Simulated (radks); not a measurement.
Values are calculated unless marked as measured or tabulated.
Q: Excited configurations of the antimony ion Sb46+: one electron is placed in a higher orbital outside [He] 2s2. The ground configuration is [He] 2s2 2p1. Code: a radial shooting solver on a logarithmic mesh with Libxc functionals. Model: Dirac Kohn-Sham, BLYP, spin-unpolarised, spherical densities, point nucleus; open shells fill j = l - 1/2 first. Excitation = E - E(ground); binding = E(ion) - E, where the ion is the core of charge +47; n* = 47/sqrt(2 binding) in atomic units. These energies are relativistic, and a one-electron ion of charge +47 with no core already has n* below n in this formula (Dirac formula, point nucleus: 3d3/2 2.985, 4s1/2 3.951, 4p1/2 3.951, 4d3/2 3.981, 5p1/2 4.948, 5d3/2 4.979, 5f5/2 4.989, 6s1/2 5.947, 6d3/2 5.978, 6f5/2 5.988, 7p1/2 6.946, 7f5/2 6.987). The quantum defect is therefore taken as that value minus n*, so that it holds no relativistic shift of the bare ion.

| outer orbital | excitation (eV) | binding (eV) | n* | quantum defect | eigenvalue (eV) | <r> (bohr) |
|---|---|---|---|---|---|---|
| 3d3/2 | 4739.9 | 3404.6 | 2.971 | 0.014 | -3353.8 | 0.2170 |
| 4s1/2 | 6161.9 | 1982.6 | 3.893 | 0.057 | -1962.9 | 0.4830 |
| 4p1/2 | 6179.7 | 1964.8 | 3.911 | 0.039 | -1944.1 | 0.4663 |
| 4d3/2 | 6231.2 | 1913.3 | 3.963 | 0.018 | -1891.0 | 0.4370 |
| 5p1/2 | 6898.8 | 1245.7 | 4.912 | 0.036 | -1234.4 | 0.7479 |
| 5d3/2 | 6924.6 | 1219.9 | 4.964 | 0.016 | -1207.8 | 0.7217 |
| 5f5/2 | 6935.7 | 1208.7 | 4.986 | 0.003 | -1194.8 | 0.6644 |
| 6d3/2 | 7300.4 | 844.04 | 5.967 | 0.010 | -836.38 | 1.071 |
| 6f5/2 | 7306.1 | 838.38 | 5.987 | 0.000 | -830.06 | 1.015 |
| 7p1/2 | 7517.6 | 626.91 | 6.924 | 0.022 | -621.71 | 1.508 |
| 7f5/2 | 7529.7 | 614.79 | 6.992 | -0.005 | -609.15 | 1.432 |

Estimate the row for 6s1/2.

A: excitation (eV) 7281.0; binding (eV) 863.49; n* 5.900; quantum defect 0.047; eigenvalue (eV) -856.66; <r> (bohr) 1.109. The Delta-SCF ionisation energy is 8144.5 eV (NIST Atomic Spectra Database: 8140 eV, theoretical). Self-interaction in the functional shifts the binding energies and quantum defects, so they are the method's values and not measured ones. Spin polarisation and multiplet splitting are left out, so open shells lie too high by an amount that depends on their filling. Nuclear size, the Breit interaction and QED, all absent here, shift the 1s and 2s values of heavy ions.

Beside tabulated values, note that spin-unpolarised runs miss the spin-polarisation part of the exchange energy of open shells.
